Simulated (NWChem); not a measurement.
System: C$_{3}$H$_{7}$NSi; SMILES N[C@H]1C=C[SiH2]1

Input file for NWChem:

```
start job
memory heap 200 mb stack 900 mb global 1100 mb
geometry units angstroms noautoz
  N      0.489922    -1.959740     0.241883
  C      0.026850    -0.779172    -0.468622
  C     -1.302897    -0.123585    -0.069056
  C     -1.074029     1.188240     0.215582
  Si     0.772184     0.961481    -0.033786
  H     -0.122545    -2.764279     0.047451
  H      0.444212    -1.806255     1.257696
  H      0.057083    -0.984331    -1.562495
  H     -2.271833    -0.665375    -0.019865
  H     -1.818417     1.947854     0.496789
  H      1.507371     1.769387    -1.076782
  H      1.603337     0.967584     1.224985
end
basis spherical
  * library def2-tzvp
end
dft
  xc b3lyp
  iterations 150
  semidirect filesize 400000000
  mulliken
end
task dft energy
```

Parts of the log:

```
             Northwest Computational Chemistry Package (NWChem) 7.3.0
             --------------------------------------------------------

 C1  symmetry detected

                             Geometry "geometry" -> ""
                             -------------------------

 Output coordinates in angstroms (scale by  1.889725989 to convert to a.u.)

  No.       Tag          Charge          X              Y              Z
 ---- ---------------- ---------- -------------- -------------- --------------
    1 N                    7.0000     0.33544976    -1.99311450     0.24672830
    2 C                    6.0000    -0.01774284    -0.77583345    -0.46494275
    3 C                    6.0000    -1.29716195    -0.01655320    -0.08513410
    4 C                    6.0000    -0.96819776     1.27118503     0.21117147
    5 Si                  14.0000     0.85785587     0.89686835    -0.00682315
    6 H                    1.0000    -0.33642399    -2.74459018     0.03679352
    7 H                    1.0000     0.28391403    -1.84090097     1.26245376
    8 H                    1.0000     0.01560535    -0.97795542    -1.55929050
    9 H                    1.0000    -2.30745181    -0.47836883    -0.05625735
   10 H                    1.0000    -1.65371830     2.08730183     0.48360359
   11 H                    1.0000     1.67470098     1.64720898    -1.03191129
   12 H                    1.0000     1.66385857     0.83015884     1.26646648

 Effective nuclear repulsion energy (a.u.)     215.4811600969

                                 NWChem DFT Module
                                 -----------------

 Summary of "ao basis" -> "ao basis" (spherical)
 ------------------------------------------------------------------------------
       Tag                 Description            Shells   Functions and Types
 ---------------- ------------------------------  ------  ---------------------
 N                         def2-tzvp                11       31   5s3p2d1f
 C                         def2-tzvp                11       31   5s3p2d1f
 Si                        def2-tzvp                13       37   5s5p2d1f
 H                         def2-tzvp                 4        6   3s1p

            General Information
            -------------------
          SCF calculation type: DFT
          Wavefunction type:  closed shell.
          No. of atoms     :    12
          No. of electrons :    46
           Alpha electrons :    23
            Beta electrons :    23
          Charge           :     0
          Spin multiplicity:     1
          Use of symmetry is: off; symmetry adaption is: off
          Maximum number of iterations: 150
          AO basis - number of functions:   203
                     number of shells:    85
          Convergence on energy requested:  1.00D-06
          Convergence on density requested:  1.00D-05
          Convergence on gradient requested:  5.00D-04

              XC Information
              --------------
                         B3LYP Method XC Potential
                     Hartree-Fock (Exact) Exchange  0.200
                        Slater Exchange Functional  0.800 local
                    Becke 1988 Exchange Functional  0.720 non-local
              Lee-Yang-Parr Correlation Functional  0.810
                  VWN I RPA Correlation Functional  0.190 local

             Grid Information
             ----------------
          Grid used for XC integration:  medium
          Radial quadrature: Mura-Knowles
          Angular quadrature: Lebedev.
          Tag              B.-S. Rad. Rad. Pts. Rad. Cut. Ang. Pts.
          ---              ---------- --------- --------- ---------
          N                   0.65       49          12.0       434
          C                   0.70       49          11.0       434
          Si                  1.10       88          11.0       590
          H                   0.35       45          13.0       434
          Grid pruning is: on
          Number of quadrature shells:   599
          Spatial weights used:  Erf1

      Superposition of Atomic Density Guess
      -------------------------------------

 Sum of atomic energies:        -459.65961132

      Non-variational initial energy
      ------------------------------

 Total energy =    -462.574662
 1-e energy   =   -1056.979921
 2-e energy   =     378.924099
 HOMO         =      -0.283227
 LUMO         =      -0.016933

------------------------------------------------------------
EAF file 0: "./job.aoints.0" size=1084227584 bytes
------------------------------------------------------------
               write      read    awrite     aread      wait
               -----      ----    ------     -----      ----
     calls:     2068         0         0         0         0
   data(b): 1.08e+09  0.00e+00  0.00e+00  0.00e+00
   time(s): 0.00e+00  0.00e+00  0.00e+00  0.00e+00  0.00e+00
rate(mb/s): 0.00e+00  0.00e+00
------------------------------------------------------------

     ---------------------------------------------
      Total Density - Mulliken Population Analysis
     ---------------------------------------------

[...]
```

Level: B3LYP/def2-TZVP. All runs use the structure optimised with PBE-D3(BJ)/def2-SVP. No frequency run checked for a minimum.
